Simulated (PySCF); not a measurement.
## A ladder of Hamiltonians for Kr²⁶⁺ (krypton, charge +26)

Occupied: 1s1/2, 2s1/2, 2p1/2, 2p3/2. Hartree-Fock calculated with PySCF 2.14 in an even-tempered Gaussian basis (20 s from 2.7 bohr⁻², ratio 2.3; 14 p from 3.2 bohr⁻², ratio 2.3), Gaussian nucleus throughout. NR is non-relativistic, sf-X2C the spin-free one-electron X2C Hamiltonian, X2C adds the bare one-electron spin-orbit term, X2C-SNSO screens it by Boettger's factors, DC is four-component Dirac-Coulomb, and the Gaunt and Breit terms are added at first order (total energies over the DC spinors, levels after relaxing the spinors in that mean field). QED terms are absent. Levels marked empty are virtual spinors of this ion.

```csv
Hamiltonian,E (hartree),E − E(DC) (hartree),CPU seconds
NR,-2291.8777,34.5986,0.56
sf-X2C,-2325.8599,0.6164,0.32
X2C,-2326.0317,0.4446,0.41
X2C-SNSO,-2326.0129,0.4634,0.41
DC,-2326.4763,0.0000,20
DC+Gaunt,-2325.0990,1.3773,35
DC+Breit,-2325.2170,1.2593,100
```

| level (eV) | NR | sf-X2C | X2C | X2C-SNSO | DC | DC+Gaunt | DC+Breit |
| --- | --- | --- | --- | --- | --- | --- | --- |
| 1s1/2 | -15432.2 | -15691.6 | -15691.2 | -15691.3 | -15700.1 | -15677.4 | -15678.7 |
| 2s1/2 | -3100.6 | -3167.4 | -3167.3 | -3167.3 | -3168.3 | -3166.2 | -3166.3 |
| 2p1/2 | -2927.3 | -2947.7 | -2988.6 | -2986.3 | -2986.6 | -2982.9 | -2983.3 |
| 2p3/2 | -2927.3 | -2947.7 | -2928.3 | -2929.4 | -2930.1 | -2927.5 | -2927.9 |
| 3s1/2 (empty) | -1186.1 | -1204.9 | -1204.9 | -1204.9 | -1205.1 | -1204.6 | -1204.7 |
| 3p1/2 (empty) | -1131.9 | -1139.6 | -1149.0 | -1148.5 | -1148.6 | -1147.7 | -1147.8 |
| 3p3/2 (empty) | -1131.9 | -1139.6 | -1135.0 | -1135.3 | -1135.4 | -1134.8 | -1134.9 |

```json
{"interval (eV)": "2p3/2 − 2p1/2", "X2C": "60.27", "X2C-SNSO": "56.85", "DC": "56.49", "DC+Gaunt": "55.45", "DC+Breit": "55.45"}
{"interval (eV)": "3p3/2 − 3p1/2", "X2C": "14.00", "X2C-SNSO": "13.20", "DC": "13.15", "DC+Gaunt": "12.88", "DC+Breit": "12.88"}
```

Weight of the small component: 1s1/2 0.0171, 2s1/2 0.00355, 2p1/2 0.00350, 2p3/2 0.00342, 3s1/2 0.00125, 3p1/2 0.00123, 3p3/2 0.00121.

Koopmans' value for the highest occupied level at DC+Breit: 2927.9 eV, against an ionisation energy of 2928.9 ± 1.7 eV (semi-empirical (NIST evaluation); NIST Atomic Spectra Database, ionization energies); the former lacks relaxation, correlation, QED and recoil.

The whole ladder took 170 s of wall time on 1 thread of Neoverse-N1 (shared host), launched as `OMP_NUM_THREADS=1 python relrun2.py TASK.json OUT` (a driver that calls PySCF for each Hamiltonian).
